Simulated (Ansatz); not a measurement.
Saddle point of ZnNH$_{4}$ClO, singlet (ZnHClO ([OH][Zn][Cl]) + NH₃ → ZnNH₂Cl ([NH2][Zn][Cl]) + H₂O (still joined by a long Zn–O bond); bonds formed: O2–H4; dative contacts that become bonds: Zn1–N5; bonds broken: H4–N5; bonds weakened to dative contacts: Zn1–O2), PBE0-D4/def2-TZVP structure:

Zn1  (-0.766, -0.553, -0.528)
O2  (1.248, -0.660, -0.348)
Cl3  (-2.145, -1.556, -1.783)
H4  (0.889, 0.219, 0.351)
N5  (-0.246, 0.755, 0.839)
H6  (1.938, -0.508, -0.994)
H7  (-0.443, 1.730, 0.657)
H8  (-0.475, 0.572, 1.807)
(Å)

Energies are electronic, without zero-point energy. Barriers and step energies count from the start structure reached by relaxing down the imaginary mode; all methods use the PBE0-D4 structures, on which another method's saddle can fall below an end. Ansatz 0.2.0; basis: def2-TZVPP, with def2-QZVPP for the basis limit; cores frozen in the correlated methods. The 3s and 3p shells of Cu and Zn are frozen; filled d shells are correlated. B3LYP uses VWN-RPA correlation. Extrapolation: Hartree–Fock as exp(−7.88 √X), correlation as X^−2.97.

```
      method  barrier (kcal/mol)  step energy (kcal/mol)
       SPW92               12.14                   12.03
      PBE-D4               16.95                   13.08
     BLYP-D4                   ?                   13.86
   r2SCAN-D4               18.84                   14.49
      B97M-V               22.11                   14.65
     PBE0-D4               18.59                   13.81
    B3LYP-D4               20.36                   14.40
  r2SCAN0-D4               19.69                   14.67
    BHLYP-D4               22.49                   15.36
CAM-B3LYP-D4               20.27                   14.73
     wB97X-V                   ?                   14.83
     wB97M-V               20.32                   13.83
      B2PLYP               20.73                   14.63
    PBE-QIDH                   ?                   14.48
  RPA on PBE               20.56                   14.19
          HF               28.05                   17.11
         MP2               20.08                   14.20
        CCSD               21.98                   14.82
     CCSD(T)               20.69                   14.34
```

(1) Fill in the withheld barriers. (Judge from chemistry; the value comes from the calculation.)

The T1 diagnostic stays at or below 0.014.

Results:

(1) Computed: PBE-QIDH 19.86; BLYP-D4 19.35; wB97X-V 20.78 kcal/mol. Each is the energy of the saddle less that of the start structure, by the same method.

For comparison, the barrier by CCSD(T) at an estimated basis limit (MP2 extrapolated from triple and quadruple zeta, plus CCSD(T) − MP2 in triple zeta) is 21.40 kcal/mol.

Labels in which every atom is bracketed show which atoms are joined, not bond orders.

For scale, one of the runs: CCSD(T)/def2-TZVPP, 224 basis functions, launched by `ansatz run in.yaml --threads 8 --pin off --events-out ev --progress --plain --max-ram 19148MiB`. The run took 49 s on 8 CPU threads of an Arm Neoverse V2 (shared host), with 3.6 GiB of host memory at its peak.
